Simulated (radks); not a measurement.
Neutral thallium inside a hard spherical wall (all orbitals vanish at R), configuration held at [Hg] 6p1 and not refilled when levels cross. All-electron calculation, scalar-relativistic Kohn-Sham, r2SCAN, spin-polarised, spherical densities, finite nucleus; open shells are filled with parallel spins first (spin-orbit coupling, left out, can overturn this in heavy ions); meta-GGA in the generalised Kohn-Sham scheme; Fermi nuclear charge, rms radius 5.4759 fm. Program: a radial shooting solver on a logarithmic mesh with Libxc functionals. Eigenvalues in eV for spin up, with the zero of energy where the potential of the charges vanishes at infinity; a dash marks a level that is unbound or too diffuse for the functional's potential to be trusted. A positive occupied level is held by the wall or, in an anion where self-interaction has pushed it up, behind a barrier. The pressure on the wall is -dE/dV.

R (bohr)  E (hartree)  kinetic (hartree)    e(5p)    e(5d)    e(6s)   e(6p)  e(7s, empty)  e(6d, empty)  pressure (GPa)
free      -20243.0545          22787.507  -78.079  -15.979  -10.125  -2.672             -             -               0
20        -20243.0545          22787.507  -78.079  -15.979  -10.125  -2.672        -0.164         0.799        < 0.0001
12        -20243.0543          22787.509  -78.055  -15.955  -10.106  -2.654         0.366         1.833         0.00266
10        -20243.0534          22787.515  -77.984  -15.885  -10.054  -2.590         1.090         2.631          0.0218
8         -20243.0483          22787.544  -77.738  -15.645   -9.884  -2.323         3.066         4.269           0.204
5         -20242.9259          22788.174  -75.533  -13.576   -8.055   1.076        18.201        13.666            14.4
4         -20242.5852          22789.786  -72.229  -10.563   -4.401   7.049        38.879        25.604            97.3
3.5       -20242.0688          22792.100  -68.668   -7.277    0.278  14.076        60.288        37.866             295
3         -20240.7959          22797.529  -62.198   -1.037   10.284  28.237        98.970        60.018            1040
2.5       -20237.2533          22811.810  -49.777   12.044   34.094  59.919        175.58        104.01            4390
1.5       -20177.4914          23018.030   54.450   139.10   311.78  381.63        810.04        472.50          200000
